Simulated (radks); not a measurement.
Problem. The table gives one normalised radial function P(r) = r R(r) of Lu2+ in [Xe] 4f14 6s1 (r in bohr). All-electron calculation, scalar-relativistic Kohn-Sham, PBEsol, spin-polarised, spherical densities, point nucleus; open shells are filled with parallel spins first (spin-orbit coupling, left out, can overturn this in heavy ions). Program: a radial shooting solver on a logarithmic mesh with Libxc functionals.

r           P
0.001747   0.0307
0.002368   0.0378
0.003209   0.0457
0.004314   0.0534
0.005847   0.0602
0.007925   0.0637
0.01074    0.0607
0.01444    0.0478
0.01957    0.0210
0.02652   -0.0198
0.03594   -0.0663
0.04833   -0.0975
0.06549   -0.0861
0.08876   -0.0123
0.1203     0.0948
0.1617     0.1433
0.2192     0.0499
0.2971    -0.1363
0.4026    -0.2018
0.5413    -0.0191
0.7336     0.2604
0.9942     0.3236
1.347      0.0478
1.812     -0.3718
2.455     -0.6528
3.327     -0.6083
4.51      -0.3354
6.063     -0.1093
8.217     -0.0169

Which n and l does it have? It may be an empty orbital.

Solution. n = 6, l = 0: the number of nodes gives n - l - 1 = 5, the rise at small r (about r^(l+1), flatter next to the nucleus through relativity) gives l, and the extent must fit the shell. The curve is that of 6s up; the table hardly tells the two spins apart. 6s up: eigenvalue -18.060 eV, 5 radial nodes at r = 0.0231, 0.0920, 0.239, 0.552, 1.40 bohr, <r> = 3.04 bohr, 90 % of the charge inside 4.35 bohr.
